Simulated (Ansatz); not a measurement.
Basis-set extrapolation for C2H6AlS (`[CH3][Al][S]C`) radical (PBE0-D4/def2-TZVP geometry, frozen core, Ansatz). Multiplicity 2, UHF reference.

```csv
,def2-TZVPP,def2-QZVPP
HF,-718.743834,-718.765767
MP2 correlation,-0.588811,-0.631936
CCSD(T) correlation,-0.664747,not run
```

Energies in hartree. Use E(X) = E(∞) + A·exp(−7.88·√X) for Hartree–Fock and E(X) = E(∞) + B·X^(−2.97) for correlation, with X = 3 and 4, and add CCSD(T) minus MP2 of the smaller set to the MP2 limit.

Question: What is the CCSD(T) energy at the basis-set limit?

Answer: HF limit: -718.765767 + (-0.021933) × 0.13774 = -718.76879. MP2 limit: -0.631936 + (-0.043125) × 0.74074 = -0.66388. Higher-order term: -0.664747 − (-0.588811) = -0.07594. Total: -719.50861 hartree, 2.72 eV below CCSD(T)/def2-TZVPP.
